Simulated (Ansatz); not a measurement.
**Molecular dynamics of CH9GaOSi**

input.yaml

```yaml
crystal:
  periodic: [false, false, false]
  atoms:
    - { symbol: Ga, position_ang: [-1.439142, -0.276058, 0.092266] }
    - { symbol: Si, position_ang: [0.786397, -1.724917, 0.619562] }
    - { symbol: H, position_ang: [-1.680062, -0.488744, -1.436479] }
    - { symbol: H, position_ang: [-2.340337, -0.547938, 1.331647] }
    - { symbol: H, position_ang: [0.364729, 0.030611, 0.565584] }
    - { symbol: O, position_ang: [-0.2337, 1.217132, 0.414027] }
    - { symbol: C, position_ang: [0.279828, 1.955012, -0.663327] }
    - { symbol: H, position_ang: [1.286833, -1.96124, 2.007886] }
    - { symbol: H, position_ang: [-0.208614, -2.816192, 0.320783] }
    - { symbol: H, position_ang: [1.905897, -1.890476, -0.358868] }
    - { symbol: H, position_ang: [0.98693, 2.714276, -0.291993] }
    - { symbol: H, position_ang: [0.816577, 1.312982, -1.390305] }
    - { symbol: H, position_ang: [-0.525438, 2.475354, -1.210882] }
basis:
  gaussian: { orbitals: def2-SVP }
hamiltonian:
  xc: pbe0
  dispersion: d4
md:
  timestep: 0.5
  n_steps: 200
  ensemble: nve
  temperature: 100.0
  initial_velocities: maxwell_boltzmann
  seed: 8087
```

Command:

```bash
$ ansatz run input.yaml --threads 4 --pin off --max-ram 5120MiB --backend cpu --events-out ev --progress --plain --runs-dir out
```

It starts at the highest image of a converged band. Of that band: Neighbouring images differ by up to 1.3 eV, so the band resolves the path poorly. A vibrational analysis at the climbing image gives one clearly imaginary mode, 1268i cm⁻¹: a first-order saddle point.

Output, in part (step lines, the closing report, with atoms numbered from 0):

```
md step     0: t =     0.00 fs  T =   100.0 K  F+E_penalty+E_count = -63459.37489098 eV  E_kin = 0.142186 eV  conserved = -63459.23270499 eV  (26 SCF iters)
md step     1: t =     0.50 fs  T =    98.2 K  F+E_penalty+E_count = -63459.37230023 eV  E_kin = 0.139623 eV  conserved = -63459.23267691 eV  (25 SCF iters)
md step     2: t =     1.00 fs  T =    93.2 K  F+E_penalty+E_count = -63459.36506567 eV  E_kin = 0.132488 eV  conserved = -63459.23257812 eV  (25 SCF iters)
md step     3: t =     1.50 fs  T =    86.0 K  F+E_penalty+E_count = -63459.35476201 eV  E_kin = 0.122325 eV  conserved = -63459.23243663 eV  (25 SCF iters)
md step     4: t =     2.00 fs  T =    78.3 K  F+E_penalty+E_count = -63459.34360994 eV  E_kin = 0.111310 eV  conserved = -63459.23229999 eV  (25 SCF iters)
md step     5: t =     2.50 fs  T =    71.4 K  F+E_penalty+E_count = -63459.33373778 eV  E_kin = 0.101520 eV  conserved = -63459.23221731 eV  (25 SCF iters)
md step     6: t =     3.00 fs  T =    66.3 K  F+E_penalty+E_count = -63459.32643773 eV  E_kin = 0.094224 eV  conserved = -63459.23221365 eV  (25 SCF iters)
md step     7: t =     3.50 fs  T =    62.9 K  F+E_penalty+E_count = -63459.32178148 eV  E_kin = 0.089504 eV  conserved = -63459.23227779 eV  (25 SCF iters)
[... lines left out ...]
Total energy: -63459.74779709 eV, -2332.1027169811 hartree
Atom 0 at    -1.417288    -0.448374     0.152286 Å, force     1.417996     0.062354     0.293519 eV/Å
Atom 1 at     0.623289    -1.835570     0.560867 Å, force    -1.606707    -1.143833    -0.840085 eV/Å
Atom 2 at    -1.952969    -0.459565    -1.330047 Å, force     0.042535     0.153704     0.026448 eV/Å
Atom 3 at    -2.323405    -0.053706     1.378689 Å, force    -0.036603     0.031193    -0.043368 eV/Å
Atom 4 at    -0.977620     2.270280     0.552755 Å, force     2.317428    -1.569181    -0.281955 eV/Å
Atom 5 at    -0.159676     1.676621     0.349555 Å, force    -2.104773     1.838267    -0.439212 eV/Å
Atom 6 at     0.542458     2.348749    -0.733425 Å, force    -1.102208    -0.209068     0.458367 eV/Å
Atom 7 at     0.900276    -2.396668     1.934858 Å, force     0.335589     0.388258    -0.174627 eV/Å
Atom 8 at    -0.109538    -3.063100    -0.047030 Å, force    -0.073827     0.209730     0.411488 eV/Å
Atom 9 at     1.687288    -2.040062    -0.481102 Å, force     0.430267     0.609319     0.388231 eV/Å
Atom 10 at     1.385718     2.953491    -0.392926 Å, force     0.209955    -0.019123     0.393023 eV/Å
Atom 11 at     0.879371     1.629687    -1.472181 Å, force     0.269924    -0.572247    -0.075263 eV/Å
Atom 12 at    -0.154066     3.005675    -1.263256 Å, force    -0.099576     0.220627    -0.116565 eV/Å
Dipole moment:     0.004346     1.015358    -0.184224 e Å
```

The steps, from the saved trajectory:

```csv
time (fs),T (K),potential energy less start (eV),conserved less start (meV/atom)
0,100,0.000,0.00
3,66,0.048,0.04
6,48,0.074,0.03
9,62,0.055,0.05
12,171,-0.101,0.02
15,240,-0.199,0.03
18,372,-0.389,-0.12
21,355,-0.362,0.08
24,530,-0.614,-0.16
27,635,-0.763,-0.23
30,581,-0.682,0.11
33,733,-0.902,-0.16
36,814,-1.019,-0.25
39,710,-0.867,0.07
42,698,-0.851,-0.08
45,649,-0.783,-0.20
48,500,-0.568,0.06
51,461,-0.511,0.11
54,494,-0.562,-0.13
57,415,-0.448,-0.02
60,333,-0.329,0.21
63,379,-0.397,-0.03
66,428,-0.468,-0.10
69,422,-0.456,0.15
72,505,-0.576,0.02
75,624,-0.748,-0.18
78,589,-0.695,0.00
81,520,-0.597,0.07
84,601,-0.716,-0.23
87,547,-0.638,-0.11
90,465,-0.518,0.09
93,535,-0.622,-0.26
96,447,-0.496,-0.18
99,336,-0.334,0.10
```

All steps were run. The conserved energy stayed within 0.26 meV per atom of its start (net change 0.031 meV per atom), so the integration is sound. The kinetic energy rose, since the run started high on the potential surface and went downhill. It ends in pieces (CH4O + GaH5Si), so much of that is their flight and rotation, not heat. A run of 0.1 ps of so small a system gives no equilibrium averages. The orbitals stay closed-shell, which can raise the energy where a bond breaks towards radicals; this wasn't checked here.

Between its relaxed ends the band would form Si2–H5 and break Ga1–Si2, H5–O6. These pairs go: Si2–H5 1.81 → 4.41 Å, Ga1–Si2 2.71 → 2.50 Å, H5–O6 1.34 → 1.03 Å. In the last frame they stand as before the step (other bonds may differ from the relaxed reactants and products). Also parted: Ga1–H5 1.89 → 2.78 Å, Ga1–O6 1.95 → 2.48 Å. It ends as CH4O + GaH5Si by the count below, though a long contact still joins these pieces: Ga1–O6, 2.48 Å. Pairs count as bonded within 1.25 times the sum of covalent radii (0.12 Å more for H–H).

Last frame:

```xyz
13
Properties=species:S:1:pos:R:3
Ga -1.417 -0.448 0.152
Si 0.623 -1.836 0.561
H -1.953 -0.460 -1.330
H -2.323 -0.054 1.379
H -0.978 2.270 0.553
O -0.160 1.677 0.350
C 0.542 2.349 -0.733
H 0.900 -2.397 1.935
H -0.110 -3.063 -0.047
H 1.687 -2.040 -0.481
H 1.386 2.954 -0.393
H 0.879 1.630 -1.472
H -0.154 3.006 -1.263
```

Run time: 11 min on 4 threads of Arm Neoverse N1, with other jobs on the host, peak memory 0.32 GiB.
